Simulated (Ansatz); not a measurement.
Cost and result for the atomization energy of `[SH][GeH2][SH]` (7 atoms, 6 bonds).

Total charge 0; spin multiplicity 1. Correlated methods include outer-core shells of Ge, which these sets cover unevenly. Scalar relativity is left out up to krypton. The structure was optimised at the PBE0-D4/def2-TZVP level. It is one conformer, not always the lowest. Program: Ansatz. All runs use 4 threads of an Arm Neoverse V2 on a shared host. Times are those of one run each, without the atoms' runs, and a repeat can differ threefold. Electronic energies, without spin–orbit coupling; frozen cores. CCSD(T)/CBS adds CCSD(T) − MP2 in def2-TZVPP to the MP2 limit, and its time is that of the two runs behind it. T1 = 0.011. With those shells the extrapolation isn't a true limit. HSE06 is the plane-wave form, built on full-range PBE exchange.

CCSD(T)/CBS is a level of theory with its own doubt, some kJ/mol a heavy atom from the limit and from the frozen cores, so smaller differences don't rank the functionals.

| level | functions | wall time | atomization (kcal/mol) | difference from CCSD(T)/CBS | per bond |
| --- | --- | --- | --- | --- | --- |
| LDA (SPW92)/def2-TZVPP | 188 | 0.65 s | 523.2 | 63.8 | 10.6 |
| BLYP-D4/def2-TZVPP | 188 | 1.1 s | 449.1 | -10.3 | -1.7 |
| PBE-D4/def2-TZVPP (with forces) | 188 | 1.3 s | 458.4 | -1.0 | -0.2 |
| CCSD(T)/def2-SVP | 88 | 1.5 s | 418.2 | -41.2 | -6.9 |
| PBE0-D4/def2-TZVPP | 188 | 1.8 s | 453.7 | -5.7 | -0.9 |
| BHLYP-D4/def2-TZVPP | 188 | 1.9 s | 443.7 | -15.7 | -2.6 |
| CAM-B3LYP-D4/def2-TZVPP | 188 | 2 s | 452.9 | -6.5 | -1.1 |
| HSE06-D4/def2-TZVPP | 188 | 2 s | 453.9 | -5.5 | -0.9 |
| PBE-QIDH/def2-TZVPP | 188 | 2.8 s | 452.5 | -6.9 | -1.1 |
| ωB97M-V/def2-TZVPP (with forces) | 188 | 6.5 s | 458.5 | -0.9 | -0.2 |
| MP2/def2-QZVPP | 349 | 9 s | 453.3 | -6.1 | -1.0 |
| CCSD(T)/def2-TZVPP | 188 | 31 s | 447.1 | -12.3 | -2.0 |
| CCSD(T)/CBS(def2) | – | 40 s | 459.4 | 0.0 | 0.0 |

In def2-TZVPP, CCSD(T) changes the Hartree–Fock value by +126.9 kcal/mol (the triples alone add +7.7 kcal/mol) and MP2 by +126.0 kcal/mol; breaking electron pairs costs correlation energy, which Hartree–Fock lacks. At CCSD(T), def2-SVP lies −41.2 kcal/mol from the extrapolated value and def2-TZVPP −12.2 kcal/mol: correlation converges slowly with the basis, and small sets miss more of it in the bonded molecule than in its fragments. From BLYP to BHLYP (50 % exact exchange), in def2-TZVPP and without D4, the atomization energy moves by −2.6 kcal/mol: exact exchange takes away binding that semilocal exchange gives to molecules.
